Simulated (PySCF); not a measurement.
Estimate the missing entries of this data sheet.

C6H10O3.
InChI=1S/C6H10O3/c1-5(2)4-9-6(7)8-3/h1,4H2,2-3H3

Conformer (atom-mapped SMILES and torsion angles): `[CH2:1]=[C:2]([CH3:3])[CH2:4][O:5][C:6](=[O:7])[O:8][CH3:9]`: C1–C2–C4–O5 121°, C2–C4–O5–C6 -179°, C4–O5–C6–O7 -1°, O5–C6–O8–C9 -179°.

```tsv
property	level	value
point group of the GFN2-xTB geometry	GFN2-xTB	?
rotational constants A, B, C of the GFN2-xTB geometry	GFN2-xTB	?
dipole moment	PBE0/pcSseg-1	?
HOMO energy	PBE0/pcSseg-1	?
LUMO energy	PBE0/pcSseg-1	?
13C chemical shifts (computed TMS as zero) by class	GIAO PBE0/pcSseg-1	?
1H chemical shifts (computed TMS as zero) by class	GIAO PBE0/pcSseg-1	5.36 (1 H), 5.34 (1 H), 4.50 (2 H), 3.90 (3 H), 2.01 (3 H) ppm
isotropic shieldings of nuclei other than C and H, by class	GIAO PBE0/pcSseg-1	?
```

Gas-phase values; electronic properties from PySCF, density fitting. Isolated species at its GFN2-xTB geometry (one conformer only). NMR classes are plain means over equivalent atoms (diastereotopic ones count apart unless rotation or inversion swaps them), as if these changed places fast; in this geometry the members of some classes differ.

Question: The dipole moment?

Answer: 0.63 D.

Question: What are the 13C chemical shifts (computed TMS as zero) by class?

Answer: 163.4 (1 C), 150.1 (1 C), 121.9 (1 C), 75.9 (1 C), 56.3 (1 C), 23.1 (1 C) ppm.

Question: The HOMO energy?

Answer: -7.61 eV.

Question: Give the isotropic shieldings of nuclei other than C and H, by class.

Answer: 25 (1 O), 169 (1 O), 192 (1 O) ppm.

Question: Give the LUMO energy.

Answer: 0.13 eV.

Question: What are the rotational constants A, B, C of the GFN2-xTB geometry?

Answer: 4.406, 0.736, 0.686 GHz.

Question: What is the point group of the GFN2-xTB geometry?

Answer: C1.

The dipole equals about 2.1 × 10⁻³⁰ C·m (1 D = 3.33564 × 10⁻³⁰ C·m). The rotational constants make it an asymmetric top with κ = (2B − A − C)/(A − C) = -0.97, nearer the prolate limit (−1). A dipole of 0.63 D is allowed in C1, and pure rotational transitions are dipole-allowed.
